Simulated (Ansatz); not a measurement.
Stretching the Si1–H4 bond in C2H4Si (SMILES C#C[SiH3]) (multiplicity 1 held, fragments rigid). Energies count from the point at 1.479 Å.
Geometry at that point (charge 0, multiplicity 1):
```json
[
 {"atom": "Si", "x (Å)": "-0.9456", "y (Å)": "-0.0781", "z (Å)": "-0.4697"},
 {"atom": "C", "x (Å)": "0.6846", "y (Å)": "0.0566", "z (Å)": "0.3401"},
 {"atom": "C", "x (Å)": "1.7613", "y (Å)": "0.1455", "z (Å)": "0.8750"},
 {"atom": "H", "x (Å)": "-1.0538", "y (Å)": "0.9501", "z (Å)": "-1.5267"},
 {"atom": "H", "x (Å)": "-1.0849", "y (Å)": "-1.4224", "z (Å)": "-1.0694"},
 {"atom": "H", "x (Å)": "-2.0102", "y (Å)": "0.1295", "z (Å)": "0.5351"},
 {"atom": "H", "x (Å)": "2.7115", "y (Å)": "0.2240", "z (Å)": "1.3470"}
]
```

Active spaces are followed from a long bond inwards. Curves can end on different states.

Correlated levels freeze the cores.

The values were computed with Ansatz (Gaussian orbitals). 

What is the computed energy at R = 4.731 Å (FIC-MRCISD+Q on CASSCF(2,2)/cc-pV(D+d)Z)?

3.99 eV

Predict the energy at R = 4.731 Å from SC-NEVPT2 on CASSCF(2,2)/cc-pV(D+d)Z.

3.83 eV

Ansatz is a program for electronic structure.
